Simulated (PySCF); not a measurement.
# Vibration and rotation of BiO

PW91 constants of BiO, ²Π (doublet), unpaired electrons π ↑ (PySCF, scalar-relativistic core potentials, basis sets Bi cc-pVDZ-PP with ECP60, O cc-pVDZ; masses 208.9804 and 15.9949 u):

- ωe: 715.4 cm⁻¹
- ωexe: 2.77 cm⁻¹
- Be: 0.29259 cm⁻¹
- αe: 0.00155 cm⁻¹
- De to Bi + O: 3.92 eV

Q: What force constant and bond length do these constants imply?

A: Reduced mass μred = 14.858 u; k = 5.8918×10⁻⁷·μred·ωe² (u, cm⁻¹, mdyn/Å) = 4.48 mdyn/Å; Re = √(16.8576/(μred·Be)) (u, cm⁻¹, Å) = 1.969 Å.

Q: Estimate the centrifugal constant D from the Kratzer relation and find the Dunham coefficient a1.

A: D = 4Be³/ωe² = 1.96e-07 cm⁻¹; a1 = −1 − αeωe/(6Be²) = -3.16.

Spin–orbit coupling is left out, which matters for elements this heavy, above all for dissociation energies. The state is the lowest determinant that a PBE0 search found; another state may lie lower at other levels.
